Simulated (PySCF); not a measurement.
Species: C₂H₅NOSi.
Atom-mapped SMILES: `[CH:1]#[C:2][Si@H:3]([NH2:4])[OH:5]` (hydrogens: H6 on C1; H7 on Si3; H8, H9 on N4; H10 on O5)

Cartesian coordinates in Å at the PBE0-D3(BJ)/def2-SVP level; atoms count from 1:
```xyz
10
C2H5NOSi angstrom
C      2.2954    0.9382   -0.3804
C      1.1916    0.5419   -0.0528
Si    -0.4957   -0.0110    0.4468
N     -0.7972   -1.6142   -0.0532
O     -1.5415    1.0863   -0.2453
H      3.2751    1.2798   -0.6648
H     -0.6037   -0.0150    1.9295
H     -0.8151   -1.8953   -1.0257
H     -1.3215   -2.2448    0.5395
H     -1.1378    1.9157   -0.5186
```

Computed, not measured: PySCF, PBE0-D3(BJ)/def2-SVP geometry optimisation, gas phase.

Take the most abundant isotopes and a rigid rotor. The values belong to one conformer with, in the numbering `[CH:1]#[C:2][Si@H:3]([NH2:4])[OH:5]`, C2–Si3–N4–H -63° and 142°, C2–Si3–O5–H -18°.

Question: Give the principal moments of inertia and the rotational constants in cm⁻¹.

Answer: Ia = 81.05, Ib = 175.40, Ic = 232.07 u·Å²; 505379 MHz·u·Å²/I gives 6235, 2881 and 2178 MHz, that is A = 0.20798, B = 0.09611, C = 0.07264 cm⁻¹.

Question: What kind of rotor is it?

Answer: An asymmetric top. Ray's parameter κ = (2B − A − C)/(A − C) = -0.653; −1 is the prolate and +1 the oblate limit.

Question: Is it planar, by Δ = Ic − Ia − Ib?

Answer: Not planar: Δ = Ic − Ia − Ib = -24.38 u·Å². For a rigid frame Δ = −2 Σ m c², so Σ m c² = 12.19 u·Å² lies off the ab plane: 5.44 from hydrogen and 6.76 from heavier atoms. The atom farthest from that plane is 1.83 Å away.

Question: Give the other two planar moments, Paa and Pbb, and the rms extents of the mass along the axes.

Answer: Paa = Σ m a² = (Ib + Ic − Ia)/2 = 163.21 and Pbb = Σ m b² = (Ia + Ic − Ib)/2 = 68.86 u·Å². With the mass M = 87.01 u, the rms extents √(P/M) along a, b and c are 1.37, 0.89, 0.37 Å.

Question: Where do the levels up to J = 3 lie, in cm⁻¹?

Answer: Above 0(0,0):
J = 1: 1(0,1) 0.1687, 1(1,1) 0.2806, 1(1,0) 0.3041
J = 2: 2(0,2) 0.5029, 2(1,2) 0.5946, 2(1,1) 0.6651, 2(2,1) 1.0007, 2(2,0) 1.0040
J = 3: 3(0,3) 0.9963, 3(1,3) 1.0637, 3(1,2) 1.2043, 3(2,2) 1.5069, 3(2,1) 1.5231, 3(3,1) 2.1269, 3(3,0) 2.1272
Those of J = 1 are B + C, A + C and A + B.

Question: Which types of transition are allowed, and where do some lines up to J = 2 fall?

Answer: The dipole components are |μa| = 0.54 D, |μb| = 0.34 D, |μc| = 0.78 D. Intensities carry the squares of the components, which stand as 0.48 : 0.19 : 1.00 (a : b : c). Some lines, for components of 0.1 D or more:

```tsv
type	branch	J(Ka,Kc)	MHz	lower level (cm⁻¹)
a	Q	1(1,0) ← 1(1,1)	704	0.281
a	Q	2(1,1) ← 2(1,2)	2111	0.595
c	Q	2(1,2) ← 2(0,2)	2750	0.503
c	Q	1(1,1) ← 1(0,1)	3354	0.169
b	Q	1(1,0) ← 1(0,1)	4057	0.169
b	Q	2(1,1) ← 2(0,2)	4860	0.503
a	R	1(0,1) ← 0(0,0)	5059	0.000
b	R	2(0,2) ← 1(1,1)	6665	0.281
b	R	1(1,1) ← 0(0,0)	8413	0.000
c	R	1(1,0) ← 0(0,0)	9116	0.000
a	R	2(1,2) ← 1(1,1)	9414	0.281
a	R	2(0,2) ← 1(0,1)	10018	0.169
c	Q	2(2,1) ← 2(1,1)	10061	0.665
b	Q	2(2,0) ← 2(1,1)	10161	0.665
a	R	2(1,1) ← 1(1,0)	10822	0.304
b	Q	2(2,1) ← 2(1,2)	12172	0.595
b	R	2(1,2) ← 1(0,1)	12768	0.169
c	R	2(1,1) ← 1(0,1)	14879	0.169
b	R	2(2,1) ← 1(1,0)	20883	0.304
c	R	2(2,0) ← 1(1,0)	20982	0.304
c	R	2(2,1) ← 1(1,1)	21586	0.281
b	R	2(2,0) ← 1(1,1)	21686	0.281
```

Question: Estimate the classical rotational partition function at 10 K, 50 K and 298.15 K.

Answer: Point group C1, symmetry number σ = 1; q = (√π/σ)·√((kT/h)³/(ABC)), k/h = 20836.6 MHz/K: 852 at 10 K, 9530 at 50 K, 139000 at 298.15 K.

Stationary, but not proved a minimum. Constants of a rigid frame at the computed geometry: no zero-point averaging, no centrifugal distortion. A rigid rotor knows nothing of inversion at nitrogen, which can split or shift real lines. Quadrupole hyperfine structure (14N) is left out.

On one thread, Arm Neoverse V1 (aarch64), shared host, this took 88 s and 0.41 GiB of memory at its peak. This is the geometry optimisation.
